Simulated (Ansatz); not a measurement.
One change: `N=[C](N)[GaH2]` becomes `N=C(N)[SiH2]Cl`.

Ansatz, PBE0-D4/def2-TZVP geometries, multiplicity 1. Each molecule was computed in one conformer, which needn't be the lowest.

Scalar relativity is left out up to krypton.

| property | `N=[C](N)[GaH2]` |
| --- | --- |
| LUMO energy (B3LYP/def2-TZVPP) / eV | -2.30 |
| LUMO energy (PBE0/def2-TZVPP) / eV | -2.02 |
| HOMO–LUMO gap (PBE0/def2-TZVPP) / eV | 4.75 |
| HOMO–LUMO gap (PBE/def2-TZVPP) / eV | 2.63 |
| size of the dipole moment (B3LYP/def2-TZVPP) / D | 2.33 |
| HOMO–LUMO gap (B3LYP/def2-TZVPP) / eV | 4.27 |

(1) What does the change do to each property? (Best estimate.)

Answers

(1) Computed: 
| property | `N=C(N)[SiH2]Cl` | shift |
| --- | --- | --- |
| LUMO energy (B3LYP/def2-TZVPP) / eV | -0.33 | 1.97 |
| LUMO energy (PBE0/def2-TZVPP) / eV | -0.11 | 1.91 |
| HOMO–LUMO gap (PBE0/def2-TZVPP) / eV | 7.20 | 2.45 |
| HOMO–LUMO gap (PBE/def2-TZVPP) / eV | 4.97 | 2.34 |
| size of the dipole moment (B3LYP/def2-TZVPP) / D | 2.71 | 0.38 |
| HOMO–LUMO gap (B3LYP/def2-TZVPP) / eV | 6.75 | 2.48 |

With PBE0 the HOMO falls by 0.54 eV and the LUMO rises by 1.91 eV, so the gap widens by about 2.45 eV. PBE moves the HOMO by -0.62 eV and ωB97M-V by -0.52 eV. Dipoles are sizes alone; their direction can turn.

B3LYP here is the variant with VWN-RPA as its local correlation; programs differ in this.
